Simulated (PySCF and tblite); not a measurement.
The numbers below are computed, except where a source is named.
Dynamics report: rearrangement

System: C₅H₅BF₂, numbered as in [F:1][B:2]([F:3])[CH:4]1[CH:5]=[CH:6][CH:7]=[CH:8]1.

Motion: shift of B2 from C4 to C8. Level: PBE0/pcSseg-1 + D3(BJ), IEF-PCM water on B3LYP-D3(BJ)/def2-SVP stationary points, with GFN2-xTB thermal terms. Rate constants are transition-state-theory values, counting equivalent paths, without tunnelling. Run with tblite and PySCF.

```json
{"point": "start", "symmetry": "C1", "E(GFN2) kcal/mol": "0.0", "E(DFT) kcal/mol": "0.0", "ZPE change kcal/mol": "0.00", "lowest mode cm⁻¹": "29", "dipole D": "1.56"}
{"point": "saddle", "symmetry": "Cs", "E(GFN2) kcal/mol": "4.3", "E(DFT) kcal/mol": "5.4", "ZPE change kcal/mol": "-0.62", "lowest mode cm⁻¹": "216i", "dipole D": "2.22"}
{"point": "end", "symmetry": "C1", "E(GFN2) kcal/mol": "0.0", "E(DFT) kcal/mol": "0.0", "ZPE change kcal/mol": "0.00", "lowest mode cm⁻¹": "28", "dipole D": "1.56"}
```

| Item | Value |
| --- | --- |
| Electronic barrier | 5.4 kcal/mol |
| Barrier with zero-point energy | 4.8 kcal/mol |
| ΔH‡ (298 K) | 4.3 kcal/mol |
| ΔS‡ (298 K, symmetry apart) | -4.5 cal/(mol K) |
| Paths | 1 equivalent path |
| End point | the same structure with atoms interchanged, or its mirror image |
| Mean lifetime of the start against this motion at 298 K | 2.2 ns |
| Cost | 3 min on 1 thread of Intel Xeon 6975P-C (shared host) (rough), peak memory 0.86 GiB, launched as `OMP_NUM_THREADS=1 python ens_run.py task.json out` |

```csv
T/K,ΔG‡ kcal/mol,k s⁻¹
200,5.4,5.8×10⁶
250,5.5,8×10⁷
298,5.7,4.5×10⁸
350,5.8,1.7×10⁹
400,6.0,4.7×10⁹
```

ΔG and ΔG‡ leave out symmetry numbers and mirror images; rates count paths: 1 out.
